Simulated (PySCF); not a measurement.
Radial density of C²⁺ (carbon, charge +2)

MN15, [He] 2s2, closed-shell 1S. Computed with PySCF 2.14 in dyall-av3z, with scalar relativity by spin-free X2C-1e.

| r (bohr) | 4πr²ρ (e/bohr) |
| --- | --- |
| 0.00362 | 0.02332 |
| 0.00608 | 0.06315 |
| 0.0102 | 0.1672 |
| 0.0172 | 0.4271 |
| 0.0289 | 1.025 |
| 0.0487 | 2.226 |
| 0.0819 | 4.115 |
| 0.138 | 5.910 |
| 0.232 | 5.686 |
| 0.390 | 2.708 |
| 0.655 | 1.093 |
| 1.10 | 1.643 |
| 1.85 | 0.7325 |
| 3.12 | 0.04359 |
| 5.25 | 8.563e-05 |

Densities and radii are taken from the X2C orbitals without a picture-change correction, which distorts them close to the nucleus.
